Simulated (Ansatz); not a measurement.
Mulliken charges of CH3GaOS (`O=[C](S)[GaH2]`) from B3LYP/def2-TZVPP in Ansatz (PBE0-D4/def2-TZVP geometry).

| atom | x (Å) | y (Å) | z (Å) | charge (e) |
| --- | --- | --- | --- | --- |
| O1 | -0.090 | -1.431 | 1.551 | -0.246 |
| C2 | 0.260 | -0.685 | 0.682 | 0.079 |
| S3 | 2.006 | -0.594 | 0.234 | -0.086 |
| Ga4 | -1.037 | 0.509 | -0.337 | 0.232 |
| H5 | 1.845 | 0.331 | -0.725 | 0.106 |
| H6 | -2.549 | 0.436 | 0.048 | -0.028 |
| H7 | -0.435 | 1.435 | -1.453 | -0.057 |

Task: By hand: the dipole of these point charges (1 e Å = 4.8032 D).

Result: Σ q r = (-0.079, 0.408, -0.421) e Å, of length 0.592 e Å = 2.84 D.

Task: How does the dipole of the full density compare? (Estimate.)

Result: The calculation gave: (-0.074, 0.408, -0.423) e Å, 2.85 D; the point charges give 1.00 times that, at 1° from its direction.

Point charges leave out the atoms' own dipoles, such as those of lone pairs, and Mulliken's split depends on the basis, so the close match here is no proof of good charges.

B3LYP here is the variant with VWN-RPA as its local correlation; programs differ in this.
